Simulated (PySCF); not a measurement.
# Stationary points of YOI

All numbers come from PySCF, PBE0, basis Y def2-TZVP with ECP28, O def2-TZVP, I def2-TZVP with ECP28 (scalar-relativistic core potentials, no spin–orbit coupling, density fitting).

Relaxations began from a few typed shapes. The search is not exhaustive: other isomers or separated fragments can lie lower, and high-lying points may rest on an excited occupation.

(1) Order these stationary points by electronic energy, lowest first, in kJ/mol from the lowest minimum.
A. singlet Cs: Y–I 2.889 Å, Y–O 1.791 Å; I–Y–O 121.9°
B. singlet C∞v: Y–I 2.977 Å, Y–O 1.802 Å; I–Y–O 180.0°

(2) Which of them are minima?

## Answers

(1) A (0.0), B (25.0).

(2) By energy in kJ/mol, 0.0: minimum; 25.0: saddle point, 2 imaginary modes.

Formally Y is in oxidation state +3, d0. The polar-tensor charge on Y, 1.79, is far below the formal one.
